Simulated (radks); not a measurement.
All-electron atom: the antimony ion Sb+ in [Kr] 4d10 5s2 5p2.

Method: scalar-relativistic Kohn-Sham, LDA (Slater exchange, Perdew-Wang correlation), spin-unpolarised, spherical densities, finite nucleus; Fermi nuclear charge, rms radius 4.6802 fm; computed with a radial shooting solver on a logarithmic mesh with Libxc functionals.

Energy parts (eV):
| part | energy |
|---|---|
| total | -176206.604 |
| kinetic | 184234.656 |
| electron-nucleus | -425881.854 |
| Hartree | 69912.182 |
| exchange-correlation | -4471.587 |

Orbitals (lengths in bohr, moments of r in powers of bohr; <r^-3> diverges for s and p1/2):
orbital  occ.  eigenvalue (eV)  <r^-3>   <1/r>      <r^4>
1s          2        -30277.39       -   54.26  3.135e-06
2s          2        -4615.636       -   12.40  0.0005415
2p          6        -4147.242    5031   11.91  0.0003895
3s          2        -911.2925       -   4.415    0.02393
3p          6        -758.5610   941.4   4.205    0.02522
3d         10        -524.7229   129.8   3.975    0.02258
4s          2        -157.0623       -   1.762     0.7441
4p          6        -110.1792   176.3   1.604      1.065
4d         10         -42.0999   17.10   1.296      2.819
5s          2         -20.9524       -  0.6026      41.99
5p          2         -12.2281   15.52  0.4814      103.7

The highest occupied level is 5p at -12.228 eV. The electron density at the nucleus is 2.142e+05 e/bohr^3 (large components only). The density falls to 0.001 e/bohr^3 at r = 4.27 bohr.
